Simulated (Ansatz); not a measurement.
Input file for Ansatz (a program for electronic structure): R-r2SCAN/def2-TZVPPD on H2O (SMILES O). The basis file is the Basis Set Exchange's JSON of that set.

Ansatz 0.2 input:
```yaml
crystal:
  periodic: [false, false, false]
  atoms:
    - {symbol: O, position_ang: [-0.00000000, -0.00000000, 0.38961139]}
    - {symbol: H, position_ang: [-0.00000000, 0.76498632, -0.19485569]}
    - {symbol: H, position_ang: [0.00000000, -0.76498632, -0.19485569]}
basis:
  gaussian:
    orbitals: def2-TZVPPD.json
hamiltonian:
  xc: {name: r2SCAN}
scf: {lower_state_search: off}
```

The log:

```
WARN ansatz: RAYON_NUM_THREADS=1 ignored (pool sized by the plan → 1); use --threads N
Functional definition: r2SCAN
these checks for a lower state are left out or cut short: stability, starts, cluster_reference, orbital_swaps, neighbouring_geometries, increment
integrals: 0.01 GiB planned
302 factors; their error is unknown
mean field: 0.12 GiB planned
mean field evaluation 1: about -2074.8446 eV, gradient 5.5e1 eV
mean field evaluation 2: about -2060.6071 eV, gradient 1.0e2 eV
mean field evaluation 4: about -2079.6465 eV, gradient 8.5e-1 eV
mean field evaluation 8: about -2079.6446 eV, gradient 2.4e-2 eV
mean field -2079.64460954 eV, -76.4255297669 hartree, gradient 6.6e-6 eV, S^2 0.000000; 0 other end points of the search recorded, 0 dependent functions left out
reference -2079.64462341 eV, -76.4255302767 hartree; 5, 5 occupied and 69, 69 virtual orbitals, 302 factors
Total energy: -2079.64462341 eV, -76.4255302767 hartree
Checks for a lower state left out: stability, starts, cluster_reference, orbital_swaps, neighbouring_geometries, increment
```

The calculation finished and met its thresholds.

Cost: around 0.5 core-seconds (rough).
